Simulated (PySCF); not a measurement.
Compound: C₃HN₂O₂S (charge -1).
Atom-mapped SMILES: `[O:1]=[C:2]([O-:3])[c:4]1[cH:5][n:6][s:7][n:8]1`

Geometry (GFN2-xTB, Å), atoms numbered from 1 in this order:
```
atom  x, y, z in Å
O1    -2.256   -1.288   -0.076
C2    -1.650   -0.223   -0.023
O3    -2.056    0.943    0.028
C4    -0.073   -0.304   -0.017
C5     0.754    0.852    0.041
N6     2.038    0.594    0.037
S7     2.228   -1.032   -0.036
N8     0.629   -1.403   -0.063
H9     0.400    1.866    0.084
```

NICS is the negative of the GIAO shielding at a point without a nucleus: at the ring centre (0) and 1 Å above and below it (1); zz is the component along the ring normal. Level: GIAO PBE0/pcSseg-1 (PySCF, non-relativistic, gas phase) on the GFN2-xTB geometry, one conformer.

Ring bond lengths (Å), with Mayer bond orders in brackets: C4–C5 1.422 (1.17), C5–N6 1.309 (1.59), N6–S7 1.639 (1.17), S7–N8 1.642 (1.17), N8–C4 1.305 (1.60).

Question: What do the NICS probes read (ppm)?

Answer: 
| ring | type | NICS(0) | NICS(1), two faces | NICS(1)zz, two faces | rms pucker (Å) | centre to ring atoms, mean (Å) |
| --- | --- | --- | --- | --- | --- | --- |
| C4–C5–N6–S7–N8 | 5-membered ring with 2 N and S; formal bonds all aromatic | -13.4 | -12.7 / -12.7 | -31.7 / -31.7 | 0.00 | 1.24 |

Question: What can be read from them?

Answer: 
- C4–C5–N6–S7–N8: mean NICS(1)zz -31.7 ppm, shielded, aromatic by this magnetic criterion (flat ring, no four-coordinate atom).

Question: At the first NICS(1) probe listed for ring C4–C5–N6–S7–N8, 1 Å off the ring, what do the in-plane components average?

Answer: The isotropic value is a third of the trace: (3 × -12.7 − (-31.7))/2 = -3.2 ppm.

Question: Give the inner angles of the rings and the Hirshfeld charges of the ring atoms.

Answer: 
- C4–C5–N6–S7–N8: C4 111.9° (+0.013 e), C5 114.2° (-0.018 e), N6 108.0° (-0.232 e), S7 96.4° (+0.135 e), N8 109.5° (-0.206 e); sum 540.0° against 540° for a flat convex ring.
